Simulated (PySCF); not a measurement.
Precursor series Ti OH-NH2. Isolated molecules, 0 K electronic values unless said otherwise. One relaxed conformer stands for each flexible species; it need not be the lowest.

These are PBE-D3(BJ)/def2-TZVP // TPSS-D3(BJ)/def2-SVP run with PySCF values and carry that method's errors. All candidates: neutral, multiplicity 1. 

The HOMO comes out as -7.30 eV. The LUMO is -2.22 eV and the HOMO–LUMO gap is 5.08 eV.

Q: Name which member has these values.
A) [Ti(OH)(NH2)3]
B) [Ti(NH2)4]
C) [Ti(OH)3(NH2)]
D) [Ti(OH)4]

A: D, [Ti(OH)4]. The others give [Ti(OH)(NH2)3]: -5.45 eV, -1.81 eV, 3.64 eV; [Ti(OH)3(NH2)]: -5.97 eV, -2.13 eV, 3.84 eV; [Ti(NH2)4]: -5.41 eV, -1.73 eV, 3.69 eV
